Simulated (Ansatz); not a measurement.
Geometry optimisation, RKS PBE0-D4/def2-SVP (Ansatz).

The input (input.yaml):

```yaml
crystal:
  periodic: [false, false, false]
  atoms:
    - { symbol: Al, position_ang: [0.001981, -0.178879, 0.226814] }
    - { symbol: "N", position_ang: [-0.007919, -0.129406, 2.079139] }
    - { symbol: H, position_ang: [-0.809603, -0.426508, 2.625685] }
    - { symbol: H, position_ang: [0.846364, -0.21963, 2.618853] }
    - { symbol: F, position_ang: [1.421948, -0.020256, -0.604213] }
    - { symbol: F, position_ang: [-1.403074, -0.386689, -0.618865] }
    - { symbol: H, position_ang: [-0.252957, 2.512211, 0.764168] }
    - { symbol: H, position_ang: [-0.211939, 1.972356, 1.244819] }
basis:
  gaussian: { orbitals: def2-SVP }
hamiltonian:
  xc: pbe0
  dispersion: d4
relax:
  f_tol: 0.03
  max_steps: 50
```

Run as:

```bash
$ ansatz run input.yaml --threads 1 --pin off --max-ram 2048MiB --backend cpu --events-out ev --progress --plain --runs-dir out
```

Q: Where does it end, and by what steps?

A: The forces met the threshold. After 7 steps the energy has fallen by 0.267 eV; H7 moved furthest, 0.53 Å.

```tsv
step	energy less start (eV)	largest force component (eV/Å)	accepted
0	0.0000	2.025	yes
1	-0.1576	1.207	yes
2	-0.2184	0.641	yes
3	-0.2520	0.498	yes
4	-0.2602	0.326	yes
5	-0.2660	0.105	yes
6	-0.2664	0.060	yes
7	-0.2668	0.010	yes
```

```xyz
8
Properties=species:S:1:pos:R:3
Al -0.009 0.015 0.405
N 0.025 -0.347 2.124
H -0.786 -0.608 2.673
H 0.868 -0.425 2.680
F 1.400 0.229 -0.444
F -1.424 -0.086 -0.454
H -0.247 2.250 0.300
H -0.242 2.096 1.052
```

Whether the end is a true minimum wasn't checked by a vibrational analysis.

Run time: 26 s on 1 thread of Arm Neoverse V1 (shared host), peak memory 0.15 GiB.
